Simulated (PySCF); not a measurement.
Diatomics of Pb with group 15

PBE with double-zeta basis sets in PySCF, for the lowest determinant that a PBE0 search found; no spin–orbit coupling. De refers to high-spin ground-configuration atoms. A positive dipole means M(−)Pb(+).

```tsv
M	basis	state (unpaired electrons)	Re (Å)	ωe (cm⁻¹)	De (eV)	μ (D)
N	def2-SVP	doublet (π ↑)	2.091	593	2.66	3.28
P	def2-SVP	doublet (π ↑)	2.466	356	2.85	2.45
As	def2-SVP	doublet (π ↑)	2.555	240	2.74	2.15
Sb	def2-SVP	doublet (π ↑)	2.744	188	2.50	1.77
Bi	def2-SVP	doublet (π ↑)	2.817	156	2.37	1.25
```

The shortest bond is that of PbN (2.091 Å), the longest that of BiPb (2.817 Å).

Down a group the atoms grow and get heavier, so bonds lengthen and wavenumbers fall; this series shows no clear exception.

Spin–orbit coupling is left out, which matters for elements this heavy, above all for dissociation energies. States were picked by a PBE0 search and need not be the measured ground states.
